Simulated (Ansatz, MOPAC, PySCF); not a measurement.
Complex: SiH4 (SMILES [SiH4]) (first 5 atoms) with CH2O2 (SMILES O=CO); geometry from B3LYP-D3(BJ)/def2-TZVP.
(charge 0, multiplicity 1):
| atom | x (Å) | y (Å) | z (Å) |
|---|---|---|---|
| Si | 0.1066 | -0.3192 | 0.6422 |
| H | -0.2752 | -0.5306 | -0.7743 |
| H | 0.6862 | -1.5591 | 1.1923 |
| H | -1.1432 | 0.0100 | 1.3802 |
| H | 1.0449 | 0.8148 | 0.7412 |
| O | 0.9379 | 0.1423 | 3.7316 |
| C | 0.0648 | 0.4268 | 4.5034 |
| O | -1.2292 | 0.5681 | 4.1908 |
| H | 0.2131 | 0.6101 | 5.5751 |
| H | -1.3283 | 0.3996 | 3.2353 |

Counterpoise-corrected where a basis set is named; no monomer relaxation.

Rows in 6-31G* carry no dispersion term and start afresh at each structure (6-31G* with six Cartesian d functions). The state that PM6 reach isn't checked.

Programs: Ansatz (Gaussian basis) for Hartree–Fock, density functionals and correlated methods; MOPAC for PM6 (differences of heats of formation); PySCF for 6-31G* rows, the dispersion terms. 

Task: What interaction energy does PM6 give?

Result: -9 kJ/mol

Task: What interaction energy does HF/6-31G* give?

Result: 1 kJ/mol

Task: What is the computed interaction energy (BHLYP-D3(BJ)/def2-TZVPPD)?

Result: -13 kJ/mol

Ansatz is an electronic-structure program.
